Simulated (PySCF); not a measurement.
Gas-phase reaction: 4 InCl₂ + O₂ ⇌ 2 In₂O + 4 Cl₂, at 1000 K and a standard pressure of 1 bar. Level: PBE0/def2-TZVP.

Method: PySCF energies plus ideal-gas RRHO corrections (1 bar). Open shells (unrestricted): InCl₂ (multiplicity 2), O₂ (multiplicity 3); the rest are closed-shell singlets. In: scalar-relativistic def2 core potential, no spin-orbit coupling. InCl₂: computed as isolated molecules; such fragments, hydroxides, amides, oligomers or adducts are transient or little studied in the gas. The harmonic model lacks anharmonicity and excited electronic states, which grow with temperature; levels with a mode under 35 cm⁻¹ are left out. Soft modes under 120 cm⁻¹ make the harmonic entropy rough for InCl₂, In₂O.

```csv
species,E (Ha),H(1000 K) − E (kJ/mol),S°(1000 K) (J/mol/K)
InCl₂,-1110.34894,58.5,382.9
O₂,-150.23561,41.3,242.7
In₂O,-455.53225,63.2,376.9
Cl₂,-920.08940,37.9,266.0
```
E: electronic energy; H − E holds the zero-point and thermal terms. 1 Ha = 2625.5 kJ/mol.

Task: Work out ΔH°, ΔS°, ΔG° and log10 K from these numbers.

Result: 1. ΔE = 2×(-455.53225) + 4×(-920.08940) − 4×(-1110.34894) − 1×(-150.23561) = 0.20927 Ha = 549.4 kJ.
2. Δ(H − E) = 2×(63.2) + 4×(37.9) − 4×(58.5) − 1×(41.3) = 2.7 kJ, so ΔH° = 552.1 kJ.
3. ΔS° = 2×(376.9) + 4×(266.0) − 4×(382.9) − 1×(242.7) = 43.5 J/K; the number of gas molecules changes by +1.
4. ΔG° = ΔH° − TΔS° = 552.1 − 1000×(43.5)/1000 = 508.6 kJ.
5. log10 K = −ΔG°/(RT ln 10) = -26.57, with RT ln 10 = 19.14 kJ/mol; at standard pressures the reactants are favoured.
6. A shift of 10 kJ in ΔE would move log10 K by 0.52 here.
For scale, ΔH°(298 K) is 549 kJ at this level, 503 kJ at ωB97M-V/def2-TZVP†, and runs from 40 to 840 kJ over the 18 levels computed († marks an energy on the PBE0/def2-TZVP geometry).
